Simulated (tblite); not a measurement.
Run record: tight-binding relaxation, `CC[N]([GaH2])C(C)C`.

Computed with GFN2-xTB geometry optimisation, gas phase (tblite 0.8.0). Start geometry: from a force field or distance geometry. A driver script takes a list of jobs; this job's settings line and coordinates (Å) are shown.

Command:
```bash
OMP_NUM_THREADS=1 python probes_run.py task.json out
```

Input:
```
{"job": {"kind": "relax", "xc": "GFN2-xTB", "basis": "xTB"}, "charge": 0, "multiplicity": 1}
C     -1.652100    -1.846000     0.230500
C     -1.492800    -0.370900    -0.080100
N     -0.268900    -0.070300    -0.755400
Ga    -0.657400     2.032400    -0.597900
C      0.890700    -0.264900     0.038700
C      0.991700     0.563800     1.271500
C      2.158900    -0.059400    -0.816500
H     -2.535400    -2.231900    -0.317300
H     -0.751100    -2.455700     0.057300
H     -1.908700    -1.933000     1.326200
H     -1.557700     0.183800     0.856200
H     -2.379700    -0.084600    -0.706100
H     -1.627800     2.393300     0.735300
H     -0.735400     3.177600    -1.348100
H      0.928500    -1.315700     0.363700
H      1.899400     0.265900     1.895400
H      0.140200     0.391200     1.931700
H      1.162500     1.641900     1.062000
H      2.777300    -0.983700    -0.764300
H      1.903200     0.185600    -1.866100
H      2.705600     0.797600    -0.362600
```

Output:
```
step      E/eV     max force
  0    -595.68012    4.152
  1    -596.26691    1.559
  2    -596.41493    0.876
  3    -596.49280    0.793
  4    -596.55755    1.060
  5    -596.62712    1.054
  6    -596.67937    0.716
  7    -596.71216    0.295
  8    -596.72770    0.313
  9    -596.74026    0.433
... (110 lines left out)
120    -597.55293    0.011
121    -597.55295    0.011
122    -597.55298    0.012
123    -597.55302    0.014
124    -597.55306    0.013
125    -597.55309    0.014
126    -597.55311    0.013
127    -597.55313    0.011
128    -597.55316    0.012
129    -597.55318    0.009
```

«max force» is the largest atomic force in eV/Å.

Q: From which step on does the largest force stay under 0.1 eV/Å, and how much energy is left to gain from there?

A: From step 91 (0.093 eV/Å), 13.9 meV above the end.

Main results: energy lowered by 43.2 kcal/mol over 129 steps; largest atomic force 0.009 eV/Å at the end.

On one thread of an Arm Neoverse N1, shared host with 64 logical CPUs at a one-minute load of 58, this took 1.6 s.
Labels such as C1 count atoms from 1, the log's own numbers from 0.
